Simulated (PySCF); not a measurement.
## Titanium: a sound run and one with changed settings

Sound run: Ti [Ar] 3d2 4s2, Ti⁺ [Ar] 3d2 4s1. All numbers are calculated (PySCF 2.14, the non-relativistic Hamiltonian (point nucleus), in cc-pVTZ (7s6p4d2f1g, 68 functions)). The sound run starts from symmetry-adapted Hartree-Fock orbitals and uses a fine grid where one is needed.

Changed run: radial step 0.5 in ln r (0.13 in the sound run). This setting is unsound on purpose.

```csv
species,method,sound run (hartree),changed run (hartree),converged
Ti,UHF,-848.41291,-848.41291,yes
Ti,M06-2X,-849.34040,-849.41157,yes
Ti,r2SCAN,-849.31534,-849.22220,yes
Ti⁺,UHF,-848.20990,-848.20990,yes
Ti⁺,M06-2X,-849.07864,-849.14755,yes
Ti⁺,r2SCAN,-849.08147,-848.98575,yes
```

Ionisation energy of Ti:

```csv
method,sound run (eV),changed run (eV)
UHF,5.524,5.524
M06-2X,7.123,7.184
r2SCAN,6.364,6.434
```

A coarse radial grid mis-integrates the density and the exchange-correlation energy, with errors of either sign; Hartree-Fock needs no grid.

For comparison, NIST gives 6.828 eV between the lowest levels.
